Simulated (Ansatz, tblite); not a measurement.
Isomers of W4S6⁺ (doublet), found by a short tight-binding search and relaxed with r2SCAN-D4/def2-SVP in Ansatz.

In the def2 sets W takes a core potential; there is no spin–orbit coupling. The xTB rows come from tblite.

A: At PBE0-D4/def2-TZVP the charge 1 doublet is spin-contaminated (final ⟨S²⟩ up to 0.83, 0.75 for a pure state). B: At r2SCAN-D4/def2-TZVP, PBE0-D4/def2-TZVP the charge 1 doublet is spin-contaminated (final ⟨S²⟩ up to 0.96, 0.75 for a pure state).

Other spin states were run for one of them alone.

A:

| atom | x (Å) | y (Å) | z (Å) |
| --- | --- | --- | --- |
| W1 | 0.2285 | 1.3973 | -0.8777 |
| W2 | 1.8773 | 0.0735 | 0.6183 |
| W3 | -0.4494 | -0.9393 | -0.2167 |
| W4 | -0.2261 | 0.5664 | 1.8227 |
| S5 | 1.6478 | -2.0693 | -0.1475 |
| S6 | -0.7472 | 2.6209 | 0.9474 |
| S7 | 1.8274 | 0.4210 | 2.9219 |
| S8 | 0.5305 | 1.2581 | -2.9992 |
| S9 | -2.7351 | -0.7578 | -0.7588 |
| S10 | -1.9539 | -2.5708 | -1.3103 |

B:

```csv
atom,x (Å),y (Å),z (Å)
W1,-0.215,0.502,-1.590
W2,-1.497,-1.612,-0.891
W3,0.848,1.921,-0.101
W4,0.307,-0.894,0.757
S5,2.223,0.656,1.395
S6,1.387,-2.749,0.701
S7,-1.903,-1.479,1.324
S8,-2.573,0.233,-1.651
S9,0.398,0.981,2.403
S10,1.025,2.441,-2.349
```

**Question.** Estimate their order by electronic energy at PBE0-D4/def2-TZVP, counted from the lowest.

**Answer.** A (0.0) < B (17.1), in kJ/mol.

**Question.** Do the other levels pick the same lowest one?

**Answer.** All that were run do. Energies above each level's lowest (kJ/mol):

```tsv
level	A	B
GFN1-xTB	0.0	203.8
GFN2-xTB	0.0	144.9
PBE-D4/def2-TZVP	0.0	40.8
r2SCAN-D4/def2-TZVP	0.0	30.5
PBE0-D4/def2-TZVP	0.0	17.1
```
Point groups (tolerance 0.1 Å): A not assigned, B not assigned. Lower isomers may exist.
